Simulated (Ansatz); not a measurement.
`BN[SiH](F)F` + `S[SiH2]Cl` → `F[SiH](F)S[SiH2]Cl` + `BN`  (ligand exchange at the Si–N bond)

Computed with Ansatz on PBE0-D4/def2-TZVP structures; ΔE is electronic, products minus reactants. CCSD(T)/CBS is the MP2 limit (def2-TZVPP, def2-QZVPP) plus CCSD(T) − MP2 in def2-TZVPP, frozen cores. This one scheme is used for every species. Each species was taken in one conformer, which may not be the lowest.

`BN[SiH](F)F`:

Z-matrix (Å, degrees):
```
Si
N 1 1.714
F 1 1.585 2 109.8
F 1 1.585 2 110.1 3 -115.5
H 1 1.465 2 110.9 3 122.3
B 2 1.405 1 124.6 3 -124.5
H 2 1.012 1 118.0 3 55.7
H 6 1.195 2 119.7 1 -179.8
H 6 1.197 2 118.7 1 0.2
```

`S[SiH2]Cl`:

Cartesian coordinates in Å:
```
S 0.757 1.268 -0.852
Si -0.032 -0.506 0.001
Cl -2.074 -0.452 0.211
H 0.512 2.020 0.235
H 0.524 -0.743 1.350
H 0.314 -1.587 -0.945
```

`F[SiH](F)S[SiH2]Cl`:

Z-matrix (Å, degrees):
```
Si
F 1 1.584
S 1 2.106 2 111.2
F 1 1.584 2 105.8 3 -120.4
H 1 1.470 2 109.0 3 121.3
Si 3 2.140 1 98.7 2 -70.8
Cl 6 2.043 3 111.5 1 -91.4
H 6 1.476 3 106.0 1 151.0
H 6 1.477 3 110.1 1 29.0
```

`BN`:

Z-matrix (Å, degrees):
```
B
N 1 1.385
H 1 1.197 2 119.0
H 1 1.197 2 119.0 3 -180.0
H 2 1.006 1 123.2 3 -0.0
H 2 1.006 1 123.2 3 180.0
```

```json
{"species": "`BN[SiH](F)F`", "CCSD(T)/CBS(def2) energy (Eh)": "-570.77155"}
{"species": "`S[SiH2]Cl`", "CCSD(T)/CBS(def2) energy (Eh)": "-1148.50980"}
{"species": "`F[SiH](F)S[SiH2]Cl`", "CCSD(T)/CBS(def2) energy (Eh)": "-1637.34667"}
{"species": "`BN`", "CCSD(T)/CBS(def2) energy (Eh)": "-81.93499"}
```

(1) Work out ΔE.

Largest T1 diagnostic among the species: 0.012.

Answers

(1) ΔE = (-1637.34667) + (-81.93499) − (-570.77155) − (-1148.50980) = -0.00031 Eh = -0.8 kJ/mol.

Leaving LDA and LC-ωPBE aside and taking each functional with its dispersion term where it has one, the values, not all of them listed here, spread over 16.8 kJ/mol, from revPBE-D4 to B2PLYP. From BLYP to BHLYP (50 % exact exchange), in def2-TZVPP and without D4, ΔE moves by +7.2 kJ/mol. In def2-TZVPP, CCSD(T) changes the Hartree–Fock value by −13.4 kJ/mol (the triples alone add −3.3 kJ/mol) and MP2 by −17.4 kJ/mol.
